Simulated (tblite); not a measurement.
C4H10ClPSi2.
SMILES with atom numbers: `[CH2:1]=[CH:2]/[C:3](=[CH:4]/[SiH3:5])[Si@H:6]([PH2:7])[Cl:8]` (hydrogens: H9, H10 on C1; H11 on C2; H12 on C4; H13, H14, H15 on Si5; H16 on Si6; H17, H18 on P7)

Computed with GFN2-xTB (tblite), gas phase: L-BFGS steps from a force-field or distance-geometry start until the largest atomic force falls under 0.01 eV/Å.

The end geometry, which sets the zero of energy:
```
atom  x, y, z in Å
C1     -0.4760    2.6509    0.6639
C2      0.3604    1.6817    1.0132
C3      0.4680    0.3689    0.3876
C4      1.0191   -0.6335    1.0935
Si5     1.2045   -2.4540    0.6481
Si6    -0.2065    0.1587   -1.3753
P7     -2.2439   -0.7897   -1.2536
Cl8     0.9724   -1.0849   -2.4663
H9     -1.1628    2.5541   -0.1597
H10    -0.5147    3.5791    1.2083
H11     1.0042    1.8332    1.8725
H12     1.3781   -0.3785    2.0886
H13     1.3133   -3.1757    1.9211
H14     0.0319   -2.9350   -0.0829
H15     2.4383   -2.6405   -0.1170
H16    -0.1342    1.4306   -2.1065
H17    -2.8706    0.3516   -0.7809
H18    -2.5903   -0.5108   -2.5663
```

Task: These geometries come from the run, each turned onto the end geometry. Order them by energy, lowest first.
A.
```
atom  x, y, z in Å
C1     -0.4389    2.6820    0.6602
C2      0.3337    1.6707    1.0370
C3      0.4419    0.3687    0.3907
C4      1.0231   -0.6331    1.0744
Si5     1.2394   -2.4518    0.6316
Si6    -0.2452    0.1456   -1.3675
P7     -2.2932   -0.7875   -1.2445
Cl8     0.9489   -1.1121   -2.4315
H9     -1.0688    2.6429   -0.2121
H10    -0.4730    3.5941    1.2309
H11     0.9161    1.7789    1.9466
H12     1.4020   -0.3838    2.0646
H13     1.2846   -3.1578    1.9168
H14     0.1124   -2.9594   -0.1478
H15     2.5178   -2.6241   -0.0602
H16    -0.1648    1.3897   -2.1433
H17    -2.9127    0.3678   -0.7942
H18    -2.6319   -0.5245   -2.5633
```
B.
```
atom  x, y, z in Å
C1     -0.1697    2.8480    0.5930
C2      0.3189    1.7168    1.0851
C3      0.3606    0.4119    0.4340
C4      0.8995   -0.6223    1.1110
Si5     1.1303   -2.4234    0.5763
Si6    -0.3242    0.1841   -1.3324
P7     -2.1323   -1.1453   -1.2143
Cl8     1.0855   -0.7396   -2.4616
H9     -0.6133    2.9180   -0.3794
H10    -0.1350    3.7708    1.1441
H11     0.7377    1.7514    2.0846
H12     1.2818   -0.3998    2.1096
H13     1.0597   -3.2659    1.7734
H14     0.1072   -2.8679   -0.3684
H15     2.4650   -2.5585   -0.0075
H16    -0.5792    1.4268   -2.0668
H17    -2.9254   -0.1854   -0.6119
H18    -2.5761   -0.8134   -2.4805
```
C.
```
atom  x, y, z in Å
C1     -0.4044    2.7144    0.6602
C2      0.3249    1.6731    1.0449
C3      0.4410    0.3747    0.3871
C4      1.0124   -0.6323    1.0734
Si5     1.2369   -2.4509    0.6293
Si6    -0.2570    0.1428   -1.3654
P7     -2.2819   -0.8293   -1.2484
Cl8     0.9419   -1.1001   -2.4372
H9     -1.0073    2.7081   -0.2320
H10    -0.4354    3.6211    1.2438
H11     0.8949    1.7576    1.9651
H12     1.3792   -0.3774    2.0663
H13     1.2571   -3.1568    1.9154
H14     0.1354   -2.9563   -0.1883
H15     2.5227   -2.6205   -0.0500
H16    -0.2148    1.3891   -2.1379
H17    -2.9351    0.2959   -0.7753
H18    -2.6193   -0.5469   -2.5628
```
D.
```
atom  x, y, z in Å
C1     -0.2728    2.7919    0.6273
C2      0.3197    1.6841    1.0551
C3      0.3963    0.3886    0.3926
C4      0.9477   -0.6301    1.0785
Si5     1.2007   -2.4396    0.6097
Si6    -0.3025    0.1707   -1.3596
P7     -2.2183   -1.0005   -1.2493
Cl8     0.9621   -0.9399   -2.4974
H9     -0.7874    2.8636   -0.3131
H10    -0.2616    3.6814    1.2334
H11     0.8053    1.7139    2.0247
H12     1.3118   -0.3859    2.0772
H13     1.1647   -3.1760    1.8751
H14     0.1429   -2.9315   -0.2671
H15     2.5309   -2.5825    0.0162
H16    -0.3771    1.4477   -2.0791
H17    -2.9597    0.0291   -0.6981
H18    -2.6114   -0.6789   -2.5376
```
E.
```
atom  x, y, z in Å
C1     -0.1581    2.8500    0.5573
C2      0.3478    1.7446    1.1084
C3      0.4141    0.4160    0.4906
C4      0.9413   -0.6134    1.1738
Si5     1.0835   -2.3733    0.4837
Si6    -0.2732    0.1320   -1.2895
P7     -2.1463   -1.2391   -1.1794
Cl8     1.1536   -0.8099   -2.3722
H9     -0.5647    2.8534   -0.4357
H10    -0.1635    3.7877    1.0875
H11     0.7512    1.7967    2.1165
H12     1.3217   -0.4213    2.1870
H13     0.9220   -3.2345    1.6446
H14    -0.0020   -2.6260   -0.4632
H15     2.4024   -2.4520   -0.1388
H16    -0.4422    1.4304   -1.9719
H17    -2.9926   -0.3226   -0.5629
H18    -2.6039   -0.9126   -2.4476
```

Result: A (0.006 eV), C (0.011 eV), D (0.022 eV), B (0.045 eV), E (0.226 eV).

In the order of the answer:

```csv
step,E above end (eV),largest force (eV/Å),rms force component (eV/Å),rms distance from end (Å),rms bond change (Å),bond most changed (Å)
73,0.006,0.05,0.016,0.068,0.001,Si6–P7 +0.003
67,0.011,0.08,0.027,0.097,0.001,C4–Si5 +0.002
56,0.022,0.11,0.029,0.221,0.002,Si5–H14 -0.004
20,0.045,0.17,0.053,0.342,0.004,C4–Si5 +0.010
5,0.226,0.69,0.201,0.391,0.020,Si6–P7 +0.073
```

What follows is the cost of the whole relaxation. The run took 1.3 s wall on Arm Neoverse V1, one thread (shared host).
